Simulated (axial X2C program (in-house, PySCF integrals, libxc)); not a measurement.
Spin–orbit effects along a row: molecules with O (ions), PBE0

All values come from calculations with an in-house all-electron X2C program for linear molecules (integrals from PySCF), spin-free (one-electron X2C) or two-component (2c: spin–orbit coupling with atomic mean-field Coulomb and Gaunt terms, which also bring small scalar terms), in Dyall basis sets with cores contracted in-house; open shells are unrestricted.

Basis sets: B dyall-v3z, Be dyall-cv3z, C dyall-v3z, F dyall-av3z, Li dyall-cv3z, N dyall-av3z, O dyall-av3z.

| molecule | spin-free state | Re (Å) | ωe (cm⁻¹) | De (eV) | 2c state | Re 2c (Å) | ωe 2c (cm⁻¹) | De 2c (eV) |
| --- | --- | --- | --- | --- | --- | --- | --- | --- |
| LiO⁺ | M_S = 1, Λ = 0 | 2.073 | 362.5 | 0.52 | Ω = 1 | 2.073 | 362.5 | 0.52 |
| BeO⁺ | M_S = 1/2, Λ = 1 | 1.415 | 1288.9 | 3.69 | Ω = 3/2 | 1.415 | 1288.9 | 3.69 |
| BO⁺ | M_S = 1, Λ = 1 | 1.302 | 1498.0 | 3.52 | Ω = 2 | 1.302 | 1498.1 | 3.53 |
| CO⁺ | ? | ? | ? | ? | ? | ? | ? | ? |
| NO⁺ | M_S = 0, Λ = 0 | 1.054 | 2523.9 | 10.92 | Ω = 0 | 1.054 | 2524.1 | 10.93 |
| OF⁺ | M_S = 1, Λ = 0 | 1.214 | 1470.6 | 3.59 | Ω = 1 | 1.214 | 1470.4 | 3.59 |

(1) Estimate the 2c Re and ωe of CO⁺ as the mean of its neighbours in the table.

Fragments in 2c: O + Li+, O + Be+, O + B+, O + C+, O+ + N, F + O+. Each entry is the lowest single determinant of a limited PBE0 search at one distance. De goes to single-determinant-based atoms at the same level (for ions the charge split of lowest energy) and is withheld (n/a) where an atom does not fit its ground term or J level. Main or longest-lived isotopes. One determinant is a doubtful description, or other states lie close, for LiO⁺, BO⁺, OF⁺; these need not be ground states, and all values refer to the states named. Some open-shell Ω = 0 determinants are out of reach, so the Ω given for LiO⁺, BO⁺, OF⁺ need not be the lowest component. With several unpaired electrons the Ω given is that of one determinant, not necessarily of the lowest component. Some light 2c atoms are not at their ground J level, so De misses part of their lowering (0.04 eV or less). The functionals have no current term, which raises determinants with orbital currents.

Results:

(1) Re ≈ 1.178 Å, ωe ≈ 2011.1 cm⁻¹. The PBE0 runs give the row below, so the estimate misses by 0.072 Å and -319.3 cm⁻¹.

| molecule | spin-free state | Re (Å) | ωe (cm⁻¹) | De (eV) | 2c state | Re 2c (Å) | ωe 2c (cm⁻¹) | De 2c (eV) |
| --- | --- | --- | --- | --- | --- | --- | --- | --- |
| CO⁺ | M_S = 1/2, Λ = 0 | 1.106 | 2330.5 | 8.59 | Ω = 1/2 | 1.106 | 2330.4 | 8.59 |
